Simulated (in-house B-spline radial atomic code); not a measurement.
A fraction x of an electron is removed from 4p in Zr⁺, starting from [Kr] 4d2 5s1 and keeping the highest spin. Level of theory: scalar-relativistic (X2C) wB97X, spin-polarised, spherical fractional occupations, Fermi nucleus of rms radius 4.2694 fm; calculated with a B-spline radial code for spherical atoms.

Caution: exact exchange at fractional occupations of open shells leaves self-interaction of up to several eV.

| x | E(x) - E(0) (eV) | 4p down level (eV) |
| --- | --- | --- |
| 0 | 0.0000 | -43.421 |
| 0.12 | 5.2669 | -44.367 |
| 0.15 | ? | ? |
| 0.34 | 15.2256 | -46.182 |
| 0.45 | 20.3572 | -47.124 |
| 0.5 | 22.7243 | -47.559 |
| 0.62 | 28.4947 | -48.620 |
| 0.67 | 30.9369 | -49.068 |
| 0.79 | ? | ? |
| 0.99 | 47.1076 | -52.022 |
| 1 | 47.6283 | -52.117 |

Task: What belongs in the row x = 0.15?

Result: An energy change of 6.6016 eV; 4p down at -44.609 eV.

Task: What belongs in the row x = 0.79?

Result: An energy change of 36.8903 eV; 4p down at -50.159 eV.

Task: Check Janak's theorem between x = 0.34 and 0.45.

Result: The slope of the energy is 46.65 eV; the orbital levels give 46.65 eV (-ε of the emptying orbital, averaged over the two points).
